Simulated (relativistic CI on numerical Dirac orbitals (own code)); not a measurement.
## Inner-shell lines of Dy48+

Computed by Dirac-Coulomb-Breit CI, KLI orbitals optimised for each configuration, model QED (radiative potential, 1s self-energy scaled to tabulated hydrogen-like ionisation energies), valence Slater integrals scaled by 0.85 (own radial code, finite nucleus).

Configurations in the expansion (outside the closed core 1s2 2s2 3s2 3p6): 2p6, 2p5 3d, 2p5 4s, 2p5 4d. Levels of other configurations are missing.

The table holds the strongest lines. The upper levels have an inner-shell vacancy. Auger decay, open to those above the ionisation limit, is not computed, and radiative decays to configurations outside the model are missing too. Absolute energies can be off by a few tenths of a per cent, and at this charge the scaling can make term splittings too narrow, so close lines can change order. LS names give the leading component, which can be well under half, for lower levels too. Brackets number the levels in order of energy.

```csv
λ (Å),Upper,Lower,A (s⁻¹),gA (s⁻¹)
1.83064,2p5 3d 3P°_1 [3],2p6 1S_0 [1],3.11e+13,9.33e+13
1.81023,2p5 3d 1P°_1 [9],2p6 1S_0 [1],1.48e+15,4.44e+15
1.63235,2p5 3d 3D°_1 [11],2p6 1S_0 [1],9.09e+14,2.73e+15
1.46657,2p5 4s 1P°_1 [15],2p6 1S_0 [1],2.30e+13,6.90e+13
1.42674,2p5 4d 3P°_1 [17],2p6 1S_0 [1],1.16e+13,3.47e+13
1.42228,2p5 4d 1P°_1 [23],2p6 1S_0 [1],5.18e+14,1.55e+15
1.33902,2p5 4s 3P°_1 [25],2p6 1S_0 [1],7.83e+12,2.35e+13
1.30481,2p5 4d 3D°_1 [27],2p6 1S_0 [1],3.06e+14,9.17e+14
```
